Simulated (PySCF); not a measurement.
A species of formula C7H5FO2 has this rotational fingerprint, computed with PBE0-D3(BJ)/def2-SVP geometry optimisation, gas phase (PySCF 2.14.0):

* Rotational constants: A = 2301, B = 1215, C = 795.3 MHz
* Dipole components: |μa| = 1.64 D, |μb| = 0.40 D, |μc| = 0.00 D
* Inertial defect: -0.02 u·Å²
* κ: -0.44

Question: Which structure is it? (One computed conformer of each.)
A. `[O:1]=[C:2]([OH:3])[c:4]1[cH:5][cH:6][c:7]([F:8])[cH:9][cH:10]1` with O1–C2–O3–H 0°, O1–C2–C4–C5 0° (4-fluorobenzoic acid)
B. `[O:1]=[C:2]([OH:3])[c:4]1[cH:5][cH:6][cH:7][c:8]([F:9])[cH:10]1` with O1–C2–O3–H 0°, O1–C2–C4–C5 -1°
C. `[CH:1]#[C:2][C:3]1=[CH:4][O:5][C:6]([CH2:7][F:8])=[CH:9][O:10]1` with O5–C6–C7–F8 179°
D. `[CH2:1]=[CH:2][c:3]1[cH:4][c:5]([F:6])[o:7][c:8](=[O:9])[cH:10]1` with C1–C2–C3–C4 1°
E. `[O:1]=[C:2]([F:3])[c:4]1[cH:5][cH:6][c:7]([OH:8])[cH:9][cH:10]1` with O1–C2–C4–C5 180°, C6–C7–O8–H 180°
F. `[O:1]=[C:2]([OH:3])[c:4]1[cH:5][cH:6][cH:7][cH:8][c:9]1[F:10]` with O1–C2–O3–H 0°, O1–C2–C4–C5 -1° (2-fluorobenzoic acid)

Answer: F. It is O=C(O)c1ccccc1F, an asymmetric top, point group Cs. The candidates at the same level (rigid rotor, commonest isotopes):

| SMILES | A (MHz) | B (MHz) | C (MHz) | μa (D) | μb (D) | μc (D) | Δ (u·Å²) | point group | rotor |
| --- | --- | --- | --- | --- | --- | --- | --- | --- | --- |
| C=Cc1cc(F)oc(=O)c1 | 1968 | 1108 | 708.7 | 4.63 | 1.46 | 0.01 | -0.01 | – | asymmetric top |
| O=C(O)c1ccccc1F | 2301 | 1215 | 795.3 | 1.64 | 0.40 | 0.00 | -0.02 | Cs | asymmetric top |
| C#CC1=COC(CF)=CO1 | 4625 | 707.3 | 616.7 | 0.36 | 1.58 | 0.18 | -4.21 | near Cs | near-prolate asymmetric top |
| O=C(O)c1cccc(F)c1 | 2655 | 938.0 | 693.1 | 0.44 | 0.13 | 0.00 | -0.01 | Cs | asymmetric top |
| O=C(F)c1ccc(O)cc1 | 3824 | 784.8 | 651.1 | 4.36 | 0.58 | 0.00 | 0.00 | Cs | near-prolate asymmetric top |
| O=C(O)c1ccc(F)cc1 | 3882 | 776.4 | 647.0 | 0.09 | 1.41 | 0.00 | 0.00 | Cs | near-prolate asymmetric top |

`O=C(F)c1ccc(O)cc1` has A 66 % too high; `C=Cc1cc(F)oc(=O)c1` has A 14 % too low; `O=C(O)c1cccc(F)c1` has B 23 % too low; `O=C(O)c1ccc(F)cc1` has A 69 % too high; `C#CC1=COC(CF)=CO1` has A 101 % too high. In the right answer the mirror of this Cs structure is the ab plane, so μc vanishes by symmetry (the 0.03 D computed is a residue). No structure here is proved a minimum.
